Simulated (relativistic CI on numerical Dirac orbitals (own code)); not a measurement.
Cu²⁺ in a cubic cluster: 1s photoemission with charge transfer

Computed with a charge-transfer multiplet model of a cubic metal-ligand cluster with up to one ligand hole, Slater and spin-orbit integrals from Dirac-Coulomb-Breit ions, Slater integrals scaled by 0.8. The ground state mixes d9 with configurations of k ligand holes L, whose averages lie at kΔ + k(k − 1)U_dd/2; a core hole lowers each added d electron by U_cd. 300 K, Lorentzian 1.1 eV and Gaussian 0.6 eV FWHM.

Atomic integrals in eV (Slater integrals scaled, ζ unscaled), ground: F2dd 11.066, F4dd 6.905, zeta_d 0.099; with the core hole: F2dd 11.066, F4dd 6.905, zeta_d 0.136, G2cd 0.070.

Cluster parameters (eV): U_dd = 7, U_cd = 8.4, 10Dq = 0.35, 10Dq(ligand) = 1.2, V(eg) = 2.25, V(t2g) = -0.95, final-state hopping factor = 1.

```
    Case   n_d    d9  d10L     S
Δ = 2 eV  9.34  0.66  0.34  0.50
Δ = 3 eV  9.26  0.74  0.26  0.50
Δ = 5 eV  9.15  0.85  0.15  0.50
Δ = 7 eV  9.09  0.91  0.09  0.50
Δ = 8 eV  9.07  0.93  0.07  0.50
```

Weights, n_d and S are thermal averages at 300 K. Binding energies count from the first peak over 30 % of the highest in each spectrum, which can be another peak from case to case. The parameters are a model scan and need not match a compound or its usual spin state. Peaks in eV (height, largest 100):
- Δ = 2 eV: 0.0 (100), 8.2 (57)
- Δ = 3 eV: 0.0 (100), 7.4 (72)
- Δ = 5 eV: 0.0 (100), 5.9 (84)
- Δ = 7 eV: 0.0 (100), 4.9 (64)
- Δ = 8 eV: 0.0 (100), 4.6 (49)

For the case Δ = 5 eV, Δ = 5 eV is smaller than U_dd = 7 eV, the charge-transfer side of the Zaanen-Sawatzky-Allen scheme. With the core hole the configuration with one ligand hole lies at Δ − U_cd = -6.4, -5.4, -3.4, -1.4, -0.4 eV from the one without, in the order of the table; where this is negative the screened configuration lies lower, though the effective hopping of about 2.1 eV (from the holes of the mixed ground state) mixes the two strongly wherever it is as large as the gap.
